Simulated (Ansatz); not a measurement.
Relaxation of BClH₃NO (7 atoms, charge 0, multiplicity 1), to a largest force component of 0.03 eV/Å in at most 50 steps.

Level of theory: RKS PBE/def2-SVP (Ansatz 0.2.0).

```xyz
7
Properties=species:S:1:pos:R:3:forces:R:3
B -0.669 0.164 -0.902 0.11 -0.04 0.08
O 0.843 0.684 1.394 0.07 0.10 0.07
N -0.688 -1.063 -0.592 -0.16 0.09 -0.10
H 0.456 -0.197 1.234 -0.09 -0.12 -0.07
Cl -0.595 1.794 -1.389 -0.05 0.03 -0.06
H 1.684 0.626 0.904 0.02 -0.02 0.00
H -1.032 -2.008 -0.648 0.10 -0.03 0.08
```

**Question.** Where does it end, and by what steps?

**Answer.** The forces met the threshold. After 13 steps the energy has fallen by 0.039 eV; H7 moved furthest, 0.29 Å.

| step | energy less start (eV) | largest force component (eV/Å) | accepted |
| --- | --- | --- | --- |
| 0 | 0.0000 | 0.157 | yes |
| 1 | 0.0242 | 1.060 | no |
| 2 | -0.0085 | 0.428 | yes |
| 3 | -0.0144 | 0.315 | yes |
| 4 | -0.0166 | 0.220 | yes |
| 5 | -0.0194 | 0.176 | yes |
| 6 | -0.0340 | 0.703 | yes |
| 7 | -0.0209 | 1.863 | no |
| 8 | -0.0376 | 0.129 | yes |
| 9 | -0.0383 | 0.074 | yes |
| 10 | -0.0381 | 0.113 | no |
| 11 | -0.0384 | 0.039 | yes |
| 12 | -0.0384 | 0.086 | yes |
| 13 | -0.0386 | 0.022 | yes |

```xyz
7
Properties=species:S:1:pos:R:3
B -0.705 0.229 -0.968
O 0.890 0.586 1.453
N -0.715 -0.980 -0.618
H 0.336 -0.144 1.103
Cl -0.725 1.844 -1.503
H 1.733 0.431 0.987
H -0.814 -1.967 -0.455
```

Run time: 16 s on 2 threads of Arm Neoverse V2, on a shared host, peak memory 0.16 GiB.
